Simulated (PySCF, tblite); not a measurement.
Isomers of C6H7FSi, one GFN2-xTB conformer each. Single-point energies are computed at PBE0/pcSseg-1 (PySCF, gas phase, no added dispersion term), electronic only.

| SMILES | GFN2-xTB relative energy (kcal/mol) |
| --- | --- |
| FC=C1C=C[SiH2]C=C1 | 40.9 |
| C#CC1=CC[SiH2][C@@H]1F | 55.8 |
| FC1=C[SiH2]C=CC=C1 | 40.8 |
| Fc1ccccc1[SiH3] | 0.0 |
| C#C/C=C(F)/C=C\[SiH3] | 69.9 |

Conformers: `[CH:1]#[C:2]/[CH:3]=[C:4]([F:5])/[CH:6]=[CH:7]\[SiH3:8]` with C3–C4–C6–C7 180°.

**Question.** What does PBE0/pcSseg-1 give for the same structures?

**Answer.** 
```
                SMILES  PBE0/pcSseg-1 E (Eh)  PBE0/pcSseg-1 (kcal/mol)  GFN2-xTB (kcal/mol)  point group
       Fc1ccccc1[SiH3]            -621.63444                       0.0                  0.0           Cs
    FC=C1C=C[SiH2]C=C1            -621.59046                      27.6                 40.9           Cs
    FC1=C[SiH2]C=CC=C1            -621.58925                      28.4                 40.8           C1
C#CC1=CC[SiH2][C@@H]1F            -621.54203                      58.0                 55.8           C1
 C#C/C=C(F)/C=C\[SiH3]            -621.51820                      72.9                 69.9           Cs
```

Both levels put the same isomer lowest; measured from each level's own lowest isomer, the values differ by up to 13.3 kcal/mol (FC=C1C=C[SiH2]C=C1: 40.9 against 27.6). As drawn, the lowest has an aromatic ring, which the highest lacks; the highest has a C≡C bond and a C=C bond outside aromatic rings, which the lowest lacks. Neighbours under 2.5 kcal/mol apart (FC=C1C=C[SiH2]C=C1 and FC1=C[SiH2]C=CC=C1) can change places with a better method, another conformer or zero-point energy.

**Question.** Which frontier levels, dipoles and rotational constants go with these structures?

**Answer.** 
```tsv
SMILES	HOMO (eV, PBE0/pcSseg-1)	LUMO (eV)	dipole (D)	A, B, C (MHz)
Fc1ccccc1[SiH3]	-7.35	-0.78	1.66	2906, 1470, 987.4
FC=C1C=C[SiH2]C=C1	-6.64	-1.48	1.04	4075, 1080, 862.4
FC1=C[SiH2]C=CC=C1	-6.92	-1.91	1.79	2533, 1562, 1034
C#CC1=CC[SiH2][C@@H]1F	-7.05	-0.89	2.41	3006, 1333, 984.8
C#C/C=C(F)/C=C\[SiH3]	-6.76	-2.03	1.56	4733, 829.8, 711.9
```

**Question.** What happens when harmonic zero-point energies from GFN2-xTB frequencies are added?

**Answer.** 
```tsv
SMILES	ZPE (kcal/mol)	electronic (kcal/mol)	with ZPE (kcal/mol)
Fc1ccccc1[SiH3]	64.8	0.0	0.0
FC=C1C=C[SiH2]C=C1	65.6	27.6	28.4
FC1=C[SiH2]C=CC=C1	65.6	28.4	29.2
C#CC1=CC[SiH2][C@@H]1F	64.6	58.0	57.7
C#C/C=C(F)/C=C\[SiH3]	61.9	72.9	70.0
```

The zero-point energies span 3.7 kcal/mol. The order is unchanged.
